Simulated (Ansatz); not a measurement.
Reaction (formal exchange of groups at the Si–O bond): `F[SiH2]O[SiH3]` + `C1=C[SiH2]1` → `F[SiH2]C1=C[SiH2]1` + `O[SiH3]`

Program: Ansatz. Geometries: PBE0-D4/def2-TZVP. ΔE: electronic, gas phase. CCSD(T)/CBS is the MP2 limit (def2-TZVPP, def2-QZVPP) plus CCSD(T) − MP2 in def2-TZVPP, frozen cores. Functionals use def2-TZVPP. B3LYP here is the variant with VWN-RPA as its local correlation; programs differ in this. One conformer a species, not always the lowest.

`F[SiH2]O[SiH3]`:

```xyz
9

F    -1.425   -0.569   -1.908
Si    0.110   -0.412   -1.505
O     0.248   -0.401    0.105
Si   -0.029    0.357    1.534
H     0.836   -1.582   -2.035
H     0.578    0.872   -2.074
H     1.055   -0.019    2.472
H    -1.340   -0.074    2.078
H    -0.032    1.829    1.333
```

`C1=C[SiH2]1`:

Z-matrix (Å, degrees):
```
Si
C 1 1.808
C 1 1.808 2 43.2
H 1 1.482 2 121.6 3 104.1
H 1 1.482 2 121.6 3 -104.1
H 2 1.083 1 155.7 3 -180.0
H 3 1.083 1 155.7 2 -180.0
```

`F[SiH2]C1=C[SiH2]1`:

Cartesian coordinates in Å:
```
F 2.036 -1.704 -0.346
Si 1.391 -0.392 -0.994
C -0.035 0.132 0.033
C -0.628 1.250 0.465
Si -1.523 -0.201 1.044
H 0.925 -0.744 -2.357
H 2.449 0.647 -1.048
H -0.428 2.309 0.350
H -2.795 -0.622 0.414
H -1.392 -0.675 2.440
```

`O[SiH3]`:

Z-matrix (Å, degrees):
```
Si
O 1 1.648
H 1 1.489 2 111.7
H 1 1.489 2 111.7 3 120.9
H 1 1.481 2 105.9 3 -119.6
H 2 0.957 1 117.9 3 -60.5
```

Q: Is it downhill or uphill in electronic energy at CCSD(T)/CBS, and by how much? (Best estimate.)

A: The calculation gave: Uphill: ΔE = +105.5 kJ/mol.

Q: What do these levels give: ωB97X-V, PBE, r2SCAN, B3LYP, MP2/def2-TZVPP, MP2/CBS(def2)? (An estimate is asked.)

A: Computed: ωB97X-V 106.1, PBE 91.5, r2SCAN 103.5, B3LYP 106.9, MP2/def2-TZVPP 105.0, MP2/CBS(def2) 104.6 kJ/mol.

Largest T1 diagnostic among the species: 0.013.

From PBE to PBE0 (25 % exact exchange), in def2-TZVPP and without D4, ΔE moves by +6.6 kJ/mol. In def2-TZVPP, CCSD(T) changes the Hartree–Fock value by −19.4 kJ/mol (the triples alone add −3.6 kJ/mol) and MP2 by −20.3 kJ/mol.
